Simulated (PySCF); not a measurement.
# How the method moves the HOMO and LUMO of `F[B-](F)(F)F`

BF₄ (charge -1).
Structure used (PBE0-D3(BJ)/def2-SVP), in Å, numbered top down from 1:
```
atom  x, y, z in Å
F1     0.892    0.519   -0.976
B2     0.018   -0.021   -0.019
F3    -0.833   -0.953   -0.634
F4     0.763   -0.659    0.985
F5    -0.748    1.009    0.548
```

Basis pcSseg-2 throughout (PySCF), one geometry. Isolated species at its PBE0-D3(BJ)/def2-SVP geometry, gas phase. The geometry's basis has no diffuse functions.

Q: How do the orbital energies and the gap change with the method?

A: 
| method | kind | HOMO (eV) | LUMO (eV) | gap (eV) | SCF cycles |
| --- | --- | --- | --- | --- | --- |
| OPBE | GGA | -2.44 | 6.71 | 9.15 | 13 |
| BLYP | GGA | -2.53 | 6.25 | 8.79 | 13 |
| PBE | GGA | -2.56 | 6.34 | 8.90 | 13 |
| B97-D | GGA | -2.63 | 6.62 | 9.26 | 13 |
| BP86 | GGA | -2.69 | 6.50 | 9.18 | 13 |
| KT3 | GGA | -2.74 | 6.17 | 8.91 | 13 |
| KT2 | GGA | -2.75 | 6.24 | 8.99 | 13 |
| LDA | LDA | -2.84 | 6.17 | 9.00 | 13 |
| B97-2 | global hybrid | -4.34 | 7.24 | 11.58 | 12 |
| B3LYP | global hybrid | -4.41 | 6.72 | 11.12 | 12 |
| PBE0 | global hybrid | -4.70 | 7.13 | 11.83 | 11 |
| mPW1PW91 | global hybrid | -4.74 | 7.19 | 11.93 | 11 |
| CAM-B3LYP | range-separated hybrid | -6.33 | 7.74 | 14.07 | 10 |
| wB97X-D | range-separated hybrid | -6.68 | 8.98 | 15.65 | 11 |
| BHandHLYP | global hybrid | -6.85 | 7.59 | 14.45 | 10 |
| LC-wPBE | range-separated hybrid | -7.58 | 8.92 | 16.50 | 12 |
| HF | Hartree–Fock | -10.33 | 9.06 | 19.39 | 8 |

The HOMO spans 7.88 eV, from OPBE down to HF, and the gap runs from 8.79 eV (BLYP) to 19.39 eV (HF). Over the methods OPBE (0 %), BLYP (0 %), PBE (0 %), B97-D (0 %), BP86 (0 %), KT3 (0 %), KT2 (0 %), LDA (0 %), B97-2 (21 %), B3LYP (20 %), PBE0 (25 %), mPW1PW91 (25 %), BHandHLYP (50 %), HF (100 %), a straight line through the gap against the share of exact exchange rises by 1.05 eV for each 10 % (correlation coefficient 0.998).
